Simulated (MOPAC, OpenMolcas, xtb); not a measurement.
**AlBrCl (SMILES [Cl][Al][Br]): methods side by side**

AlBrCl: 3 atoms, total charge 0, spin state doublet. As SMILES, `[Cl][Al][Br]`. The coordinates come from a PBE0-D4/def2-TZVP relaxation.

```xyz
3

Cl    0.4399    1.7611    0.4239
Al   -0.6481    0.1313   -0.3377
Br    0.1971   -1.9572   -0.0994
```

Each level gives the dipole moment (D). The values are calculated.

```tsv
level	kind	program	value (D)	CPU time
AM1	semi-empirical	MOPAC	1.54	under 2 s
PM6	semi-empirical	MOPAC	2.00	under 2 s
GFN0-xTB	semi-empirical	xtb	3.32	under 2 s
GFN1-xTB	semi-empirical	xtb	3.64	under 2 s
UHF/STO-3G	Hartree–Fock	OpenMolcas	3.97	2.3 s
UHF/3-21G	Hartree–Fock	OpenMolcas	2.75	2.6 s
UHF/def2-SVP	Hartree–Fock	OpenMolcas	1.91	5.1 s
UB3LYP/6-31G* (spherical functions)	global hybrid	OpenMolcas	1.61	15 s
UPBE0/def2-SVP	global hybrid	OpenMolcas	1.47	11 s
UB3LYP/6-31G* (Cartesian functions)	global hybrid	OpenMolcas	1.61	17 s
```

All-electron rows without a relativistic Hamiltonian named are non-relativistic. The values span 1.47 to 3.97 D. Sets without polarisation functions give poor dipoles. Without the sets that lack polarisation functions the rows with a basis span only 1.47 to 1.91 D. CPU times are rough (shared hosts, several kinds of processor): they show what a rung costs within a factor of a few.
